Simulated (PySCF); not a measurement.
**Question.** Write Cartesian coordinates for InChI=1S/C8H10S/c1-2-9-8-6-4-3-5-7-8/h3-7H,2H2,1H3 as optimised with PBE0-D3(BJ)/def2-SVP.

**Answer.** 
```xyz
19
C8H10S angstrom
C      3.794    0.183    0.016
C      2.350   -0.240    0.212
S      1.263    1.095   -0.351
C     -0.355    0.487   -0.014
C     -1.422    1.352   -0.304
C     -2.734    0.955   -0.076
C     -3.010   -0.310    0.446
C     -1.955   -1.170    0.735
C     -0.634   -0.782    0.508
H      4.471   -0.613    0.359
H      4.012    0.382   -1.044
H      4.023    1.095    0.587
H      2.130   -1.153   -0.365
H      2.143   -0.449    1.273
H     -1.214    2.345   -0.710
H     -3.550    1.643   -0.308
H     -4.042   -0.621    0.626
H     -2.154   -2.164    1.144
H      0.172   -1.479    0.742
```

Orientation and origin are arbitrary. Atoms count from 1 in this order. Of the pairs four or more bonds apart, C2···H19 is among the closest relative to their van der Waals radii: 2.56 Å, 88 % of the sum of Bondi's values. S3 (sulfide sulfur) is bent (angle 103.7°). The 6-membered ring C4–C5–C6–C7–C8–C9 has internal angles of 119.0° to 120.8° (sum 720°, against 720° for a flat polygon); it is planar, 0.00 Å rms from its mean plane, widest ring torsion 0°. The 2 C–S bonds span 1.762 Å (S3–C4, drawn single) to 1.811 Å (C2–S3, drawn single), a spread of 0.049 Å.

Bonds between heavy atoms (Å): C1–C2 1.518, C2–S3 1.811, S3–C4 1.762, C4–C5 1.404, C5–C6 1.390, C6–C7 1.396, C7–C8 1.392, C8–C9 1.395, C4–C9 1.400.

Computed, not measured: PBE0-D3(BJ)/def2-SVP geometry optimisation, gas phase in PySCF.

Point group: near Cs, missed by 0.13 Å at most; the miss may be what the optimiser left on a soft mode. PBE0-D3(BJ)/def2-SVP frequencies: not computed here. The numbers are those of one conformer (C1–C2–S3–C4 -178°, C2–S3–C4–C5 177°).
